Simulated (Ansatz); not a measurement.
Cl$_{2}$MoS$_{2}$, SMILES `[S]=[Mo](=[S])([Cl])[Cl]`. Total charge 0; spin multiplicity 1. Correlated methods include outer-core shells of Mo, which these sets cover unevenly. Mo takes the def2 core potential.

Cartesian coordinates in Å:
```
S 2.016 0.528 0.041
Mo 0.001 -0.001 0.000
S -0.128 -1.972 -0.665
Cl -0.824 0.122 2.068
Cl -1.066 1.322 -1.444
```

**Question.** Give the diagnostics of a CCSD(T)/def2-TZVPP run (frozen core, Ansatz). (Estimate.)

**Answer.** The calculation gave: T1 = 0.0237, largest single amplitude 0.071, largest double 0.055, (T) share of the correlation energy 6.9 %, 11 CCSD cycles. The RHF solution is unstable towards an unrestricted one. T1 lies over the customary mark of 0.02 for closed shells; compounds of d metals often pass it without a breakdown.
